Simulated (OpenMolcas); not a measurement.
Ta4+: moving the ligands

Ta4+ with 4 ligands (chloride) in tetrahedral coordination (Td) at 2.31 Å. Ligand basis ANO-RCC-VDZP.

* Program: OpenMolcas 26.06
* Method: SS-CASPT2, IPEA 0.25 Eh, imaginary shift 0.1 Eh (the 47 lowest orbitals frozen, all others correlated)
* Basis: ANO-RCC-VDZP [7s6p4d2f1g]
* Scalar Hamiltonian: DKH2, point nucleus
* Active space: 1 electron in 5 orbitals (5d)
* State averaging: 2S+1 = 2 even, 5 roots
* Spin-orbit coupling: RASSI with atomic mean-field integrals over the reference wave functions

Runs around this geometry, states (labels of Td). Energies in cm-1 above the lowest state or level, χT in cm3 K/mol; 10Dq is the gap between the two states; 10Dq is negative for this site.

```
R (Å)  Ground state  First state of that spin   10Dq  First gap with spin-orbit (degeneracies)  χT at 300 K
 2.26            2E                  2T2 9270  -9266                              10000 (4, 4)        0.207
 2.31            2E                  2T2 8820  -8822                               9600 (4, 4)        0.193
 2.37            2E                  2T2 8360  -8357                               9210 (4, 4)        0.178
```

Taking |10Dq| as R^-n, n = -ln(8357 / 9266) / ln(2.37 / 2.26) = 2.2 between the shortest and longest distance. The point-charge formula for a cubic d site gives n = 5.

Roots that are degenerate in the reference are averaged as groups; the widest CASPT2 spread within a group is 53 cm-1 (the 3-fold group of multiplicity 2 near 9270 cm-1 above the lowest state of its run, R = 2.26). Shifts and gaps below about the spread of the groups concerned are not significant. Over all roots computed the reference weight is 0.73 in R = 2.26, 0.73 in R = 2.31, 0.73 in R = 2.37; a low but even weight reflects the number of correlated electrons. An orbital doublet at a regular site is open to a Jahn-Teller distortion, which this geometry leaves out. Ligand-to-metal charge-transfer states are missing. With one d shell and no ligand orbital active, 10Dq can be off by a tenth or more. The least metal-like active orbital is 66 % on the metal (Löwdin) and no ligand orbital is active, so the numbers are rough (holds for R = 2.26). The least metal-like active orbital is 69 % on the metal (Löwdin) and no ligand orbital is active, so the numbers are rough (holds for R = 2.31). The least metal-like active orbital is 71 % on the metal (Löwdin) and no ligand orbital is active, so the numbers are rough (holds for R = 2.37). No measured value stands beside these numbers; the geometry is a model, was not optimised and need not be the one that this ion takes.
